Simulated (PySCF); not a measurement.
Computed Raman spectrum (relative Raman activity) of a molecule C₂H₈BNO. Geometry: B3LYP-D3(BJ)/def2-SVP. Other conformers were not sampled. These are B3LYP-D3(BJ)/def2-SVP (PySCF) values and carry that method's errors. No scaling factor is applied to the harmonic values.

Lines under 2 % of the strongest are left out, and lines within 2 cm⁻¹ are merged.

ν (cm⁻¹): 755 (w), 1176 (vw), 1205 (vw), 1270 (vw), 1365 (w), 1438 (w), 1450 (w), 1476 (w), 1478 (w), 1499 (w), 1599 (vw), 2978 (vs), 3025 (vs), 3040 (s), 3098 (s), 3104 (s), 3111 (s), 3608 (vs), 3705 (m) (against the strongest line: vs over 80 %, s over 45 %, m over 15 %, w over 4 %, vw less)

Identify the compound among the candidates.
A. CCB(N)O
B. COB(C)N
C. CN(C)BO
D. CNB(C)O

B, COB(C)N
